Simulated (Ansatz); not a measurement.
Calculated with Ansatz (gas phase, PBE0-D4/def2-TZVP geometries, no zero-point term in ΔE). CCSD(T)/CBS is the MP2 limit (def2-TZVPP, def2-QZVPP) plus CCSD(T) − MP2 in def2-TZVPP, frozen cores. Functionals use def2-TZVPP. Elements past krypton have def2 core potentials. For Sn outer-core shells are correlated without core-valence functions, which leaves a few kJ/mol of doubt a bond. Each species was taken in one conformer, which may not be the lowest.

Reaction (cleavage of the Si–Sn bond): `[F][Sn]([F])([F])[SiH3]` + `N[SiH](N)O` → `N[SiH](N)O[SiH3]` + `[F][SnH]([F])[F]`

(1) Is it downhill or uphill in electronic energy at CCSD(T)/CBS, and by how much? (Estimate.)

(2) What do these levels give: PBE-D4, PBE0-D4, HF/def2-TZVPP, SCS-MP2/def2-TZVPP, HF/def2-QZVPP, MP2/def2-QZVPP? (An estimate is asked.)

Largest T1 diagnostic among the species: 0.015.

Answers

(1) Computed: Downhill: ΔE = -55.0 kJ/mol.

(2) The calculation gave: PBE-D4 -33.0, PBE0-D4 -43.2, HF/def2-TZVPP -81.6, SCS-MP2/def2-TZVPP -66.9, HF/def2-QZVPP -84.1, MP2/def2-QZVPP -59.0 kJ/mol.

In def2-TZVPP, CCSD(T) changes the Hartree–Fock value by +20.9 kJ/mol (the triples alone add +2.5 kJ/mol) and MP2 by +20.2 kJ/mol. From PBE to PBE0 (25 % exact exchange), in def2-TZVPP and without D4, ΔE moves by −10.5 kJ/mol. The D4 term adds −4.0 kJ/mol with B3LYP and −2.4 kJ/mol with PBE0; it sums over pairs of atoms, weighted by their polarisabilities, and B3LYP, whose exchange is more repulsive, gets the larger term.

B3LYP here is the variant with VWN-RPA as its local correlation; programs differ in this.
